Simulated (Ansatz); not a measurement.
AunHm: vertical IE (eV) at several levels, gas phase, relaxed structures; Ansatz. Clusters are the lowest isomers that short searches found in that spin, judged at the geometry's level. Core potentials for Au in the def2 sets, no spin–orbit coupling. Singlets are spin-restricted. The spins of the ions were chosen, not always searched. The structures are stationary points that may keep the symmetry of their start.

```tsv
species	state	geometry	PBE-D4/def2-TZVP	r2SCAN-D4/def2-TZVP	PBE0-D4/def2-TZVP
H4Au3	doublet to triplet	PBE-D4/def2-TZVP	9.39	9.37	9.12
H5Au3	singlet to doublet	r2SCAN-D4/def2-SVP	9.49	9.60	9.65
H6Au3	doublet to singlet	PBE0-D4/def2-SVP	6.91	6.97	6.96
```

Over the 3 species that have every level, the mean is 8.60 at PBE-D4/def2-TZVP, 8.65 at r2SCAN-D4/def2-TZVP, 8.57 at PBE0-D4/def2-TZVP.
